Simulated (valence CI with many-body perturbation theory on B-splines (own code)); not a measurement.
## Br13+: M1 decay

Method: configuration interaction combined with many-body perturbation theory (CI+MBPT): four valence electrons over a frozen Dirac-Fock core [Ar], a basis of 7 s, 7 p, 8 d, 6 f, 4 g, 1 h functions for each j, with the one-electron correlation potential Σ1 (screened to all orders), the two-electron term Σ2, the three-electron term Σ3, Breit, model QED; selected single and double excitations, second order for the rest, scaled by the run's own slope (own B-spline code, finite nucleus).

No measured levels were compared; by estimate terms of the open shell hold to 2 to 4 % of their energy, and close levels can change places. The list stops below the first excitations out of the core. Only levels of the ground parity were solved; by the run's estimate the other parity begins above the list, which can be wrong where configurations are misplaced.

Lines 51 to 100 of 120 in falling wavelength, among levels below 620160 cm⁻¹, chosen from the decays that carry over 1 % of a level's rate. Wavelengths and rates use the calculated energies, so an error of 2000 cm⁻¹ moves a line at 2575 Å by 5.2 % and its rate by three times that or more. S is in atomic units (e²a₀⁴ for E2 and M2, e²a₀⁶ for E3), for M1 in squared Bohr magnetons. Weak lines are less certain than strong ones. Lines between different terms over intervals too small for the method are left out, as are lines whose strength nearly cancels.

Names give the largest LS component (configuration and term), which can be under half, so a name can repeat, a term be missing and a line seem to break the LS rules; names also repeat where a configuration has a term twice. Letters in brackets count levels of one name in rising energy.

```csv
λ vac (Å),Upper,Lower,Type,A (s⁻¹),S (a.u.)
2575,3d⁴ ¹S_0 [a],3d⁴ ³P_1 [a],M1,2.34e+02,1.48e-01
2484,3d⁴ ³H_4,3d⁴ ⁵D_4,M1,1.47e+01,7.50e-02
2278,3d⁴ ³H_4,3d⁴ ⁵D_3,M1,3.12e+00,1.23e-02
2237,3d⁴ ³H_5,3d⁴ ⁵D_4,M1,2.99e-01,1.36e-03
2205,3d⁴ ¹D_2 [a],3d⁴ ³F_2 [a],M1,2.80e+01,5.57e-02
2192,3d⁴ ³P_0 [a],3d⁴ ⁵D_1,M1,2.48e+02,9.69e-02
2163,3d⁴ ¹F_3,3d⁴ ³G_4,M1,1.81e+01,4.75e-02
2148,3d⁴ ¹D_2 [a],3d⁴ ³F_3 [a],M1,5.59e+01,1.03e-01
2146,3d⁴ ¹F_3,3d⁴ ³G_3,M1,1.28e+01,3.27e-02
2094,3d⁴ ³F_3 [a],3d⁴ ⁵D_4,M1,5.97e+00,1.42e-02
2088,3d⁴ ³F_4 [b],3d⁴ ¹G_4 [a],M1,9.30e+00,2.82e-02
2029,3d⁴ ¹F_3,3d⁴ ³P_2 [a],M1,3.65e+00,7.92e-03
2014,3d⁴ ¹D_2 [a],3d⁴ ³P_1 [a],M1,1.53e+01,2.31e-02
1987,3d⁴ ³P_2 [b],3d⁴ ³D_2,M1,2.95e+01,4.29e-02
1965,3d⁴ ³F_4 [a],3d⁴ ⁵D_4,M1,8.64e+01,2.19e-01
1946,3d⁴ ³F_3 [a],3d⁴ ⁵D_3,M1,5.45e+01,1.04e-01
1934,3d⁴ ³P_1 [a],3d⁴ ⁵D_2,M1,1.80e+02,1.45e-01
1932,3d⁴ ³P_2 [b],3d⁴ ³D_3,M1,8.91e+00,1.19e-02
1902,3d⁴ ³F_2 [a],3d⁴ ⁵D_3,M1,5.01e+00,6.39e-03
1898,3d⁴ ³F_2 [b],3d⁴ ³D_1,M1,3.05e+01,3.87e-02
1853,3d⁴ ¹F_3,3d⁴ ³F_4 [a],M1,6.34e+00,1.05e-02
1834,3d⁴ ³F_4 [a],3d⁴ ⁵D_3,M1,2.14e+01,4.40e-02
1829,3d⁴ ³F_4 [b],3d⁴ ³D_3,M1,4.12e+01,8.42e-02
1825,3d⁴ ³F_3 [a],3d⁴ ⁵D_2,M1,2.35e+01,3.70e-02
1825,3d⁴ ³F_2 [b],3d⁴ ³D_2,M1,3.85e+01,4.34e-02
1786,3d⁴ ³F_2 [a],3d⁴ ⁵D_2,M1,3.97e+01,4.19e-02
1779,3d⁴ ³F_2 [b],3d⁴ ³D_3,M1,9.70e+00,1.01e-02
1771,3d⁴ ³P_1 [a],3d⁴ ⁵D_0,M1,8.83e+00,5.45e-03
1752,3d⁴ ¹F_3,3d⁴ ³F_3 [a],M1,1.31e+01,1.83e-02
1717,3d⁴ ³G_3,3d⁴ ⁵D_4,M1,4.44e+00,5.83e-03
1706,3d⁴ ³G_4,3d⁴ ⁵D_4,M1,1.70e+01,2.82e-02
1698,3d⁴ ³F_2 [a],3d⁴ ⁵D_1,M1,2.52e+01,2.29e-02
1689,3d⁴ ³P_2 [a],3d⁴ ⁵D_3,M1,8.92e+01,7.97e-02
1616,3d⁴ ³G_3,3d⁴ ⁵D_3,M1,2.74e+01,3.00e-02
1612,3d⁴ ³G_5,3d⁴ ⁵D_4,M1,1.29e+00,2.20e-03
1606,3d⁴ ³G_4,3d⁴ ⁵D_3,M1,6.93e+00,9.59e-03
1576,3d⁴ ³F_4 [b],3d⁴ ³G_5,M1,2.35e+01,3.07e-02
1548,3d⁴ ¹F_3,3d⁴ ³H_4,M1,8.17e+00,7.87e-03
1532,3d⁴ ³G_3,3d⁴ ⁵D_2,M1,1.28e+01,1.19e-02
1496,3d⁴ ³F_4 [b],3d⁴ ³G_4,M1,6.60e+00,7.37e-03
1488,3d⁴ ³F_4 [b],3d⁴ ³G_3,M1,1.32e+01,1.45e-02
1454,3d⁴ ³F_2 [b],3d⁴ ³G_3,M1,7.28e+01,4.15e-02
1412,3d⁴ ³D_3,3d⁴ ⁵D_4,M1,5.93e+01,4.33e-02
1343,3d⁴ ³D_3,3d⁴ ⁵D_3,M1,1.32e+01,8.28e-03
1341,3d⁴ ³F_4 [b],3d⁴ ³F_4 [a],M1,2.67e+01,2.15e-02
1337,3d⁴ ³P_2 [b],3d⁴ ³F_3 [a],M1,2.54e+00,1.13e-03
1318,3d⁴ ³D_2,3d⁴ ⁵D_3,M1,5.34e+01,2.27e-02
1289,3d⁴ ¹G_4 [a],3d⁴ ⁵D_4,M1,5.05e+00,3.61e-03
1287,3d⁴ ³F_4 [b],3d⁴ ³F_3 [a],M1,2.46e+01,1.75e-02
1285,3d⁴ ³D_3,3d⁴ ⁵D_2,M1,2.14e+01,1.18e-02
```
